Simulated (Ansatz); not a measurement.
An input meant for Al₇P₈H₂₄⁺, a nanocrystal cut from zinc blende AlP (hydrogen-capped) (charge 1, singlet).

```yaml
crystal:
  periodic: [false, false, false]
  atoms:
    - {symbol: Al, position_ang: [-2.903328, -2.912713, 1.246907]}
    - {symbol: Al, position_ang: [-3.154155, 0.394585, -1.654721]}
    - {symbol: Al, position_ang: [0.332140, -3.100589, -1.679471]}
    - {symbol: Al, position_ang: [-0.000254, 0.000571, 0.924090]}
    - {symbol: Al, position_ang: [3.148672, -0.388831, -1.654687]}
    - {symbol: Al, position_ang: [-0.339946, 3.106751, -1.680830]}
    - {symbol: Al, position_ang: [2.907443, 2.909077, 1.245884]}
    - {symbol: P, position_ang: [-1.340189, -4.084473, -0.145397]}
    - {symbol: P, position_ang: [-4.068843, -1.367819, -0.172707]}
    - {symbol: P, position_ang: [-1.377237, -1.371354, 2.354363]}
    - {symbol: P, position_ang: [-1.415842, 1.421798, -0.279536]}
    - {symbol: P, position_ang: [1.416064, -1.421899, -0.277302]}
    - {symbol: P, position_ang: [1.374549, 1.374961, 2.354047]}
    - {symbol: P, position_ang: [4.076237, 1.354967, -0.160613]}
    - {symbol: P, position_ang: [1.352712, 4.077521, -0.158897]}
    - {symbol: H, position_ang: [-3.767735, -3.765539, 2.255878]}
    - {symbol: H, position_ang: [-4.327708, 1.452330, -1.785296]}
    - {symbol: H, position_ang: [-2.431242, -0.398537, -2.817378]}
    - {symbol: H, position_ang: [-0.546840, -2.322397, -2.742037]}
    - {symbol: H, position_ang: [1.386320, -4.253301, -1.947819]}
    - {symbol: H, position_ang: [2.417648, 0.422333, -2.800079]}
    - {symbol: H, position_ang: [4.317165, -1.448710, -1.809364]}
    - {symbol: H, position_ang: [-1.393582, 4.265719, -1.923873]}
    - {symbol: H, position_ang: [0.521028, 2.335477, -2.762559]}
    - {symbol: H, position_ang: [3.768311, 3.765858, 2.254503]}
    - {symbol: H, position_ang: [-2.136858, -5.001653, -0.883647]}
    - {symbol: H, position_ang: [-0.728573, -5.014469, 0.738700]}
    - {symbol: H, position_ang: [-4.943268, -2.182410, -0.942796]}
    - {symbol: H, position_ang: [-5.040049, -0.801431, 0.697454]}
    - {symbol: H, position_ang: [-2.102211, -0.555808, 3.263750]}
    - {symbol: H, position_ang: [-0.566757, -2.086106, 3.276310]}
    - {symbol: H, position_ang: [-2.091580, 2.125813, 0.759767]}
    - {symbol: H, position_ang: [2.093037, -2.127329, 0.760152]}
    - {symbol: H, position_ang: [2.094902, 0.561490, 3.268950]}
    - {symbol: H, position_ang: [0.562087, 2.094456, 3.270516]}
    - {symbol: H, position_ang: [5.033599, 0.777330, 0.717427]}
    - {symbol: H, position_ang: [4.965384, 2.162178, -0.921536]}
    - {symbol: H, position_ang: [0.752319, 5.021335, 0.718306]}
    - {symbol: H, position_ang: [2.156570, 4.980811, -0.906467]}
basis:
  gaussian: {orbitals: "6-31++G**", fitting: {mean_field: def2-universal-jkfit}}
total_charge: 1
hamiltonian: {xc: {name: TPSS}}
scf: {omitted_lower_state_checks: [starts]}
output: {forces: true}
```

```sh
$ ansatz run in.yaml --threads 2 --pin off --events-out ev --progress --plain --max-ram 32768MiB --backend cuda --devices 0, --max-vram 18GiB
```

Output, abridged:

```
Error: YAML parse error: error: line 46 column 19: hamiltonian.xc: no functional is named "TPSS"; the names, which are not case-sensitive, are SVWN5, SPW92, PBE, PBE0, PBEsol, revPBE, revPBE0, RPBE, rPW86-PBE, HSE06, wPBEh, LC-wPBE, HISS, HF, BLYP, B3LYP, B3LYP5, BHLYP, CAM-B3LYP, r2SCAN, r2SCANh, r2SCAN0, r2SCAN50, m-r2SCAN, B97, wB97, wB97X, wB97X-V, B97M-V, wB97M-V, B2PLYP, B2GP-PLYP, PBE0-DH, PBE-QIDH
44 |   gaussian: {orbitals: "6-31++G**", fitting: {mean_field: def2-universal-jkfit}}
45 | total_charge: 1
46 | hamiltonian: {xc: {name: TPSS}}
47 | scf: {omitted_lower_state_checks: [starts]}
48 | output: {forces: true}
```

In this input the method's name isn't one that the program takes here. The input was rejected before any iteration.
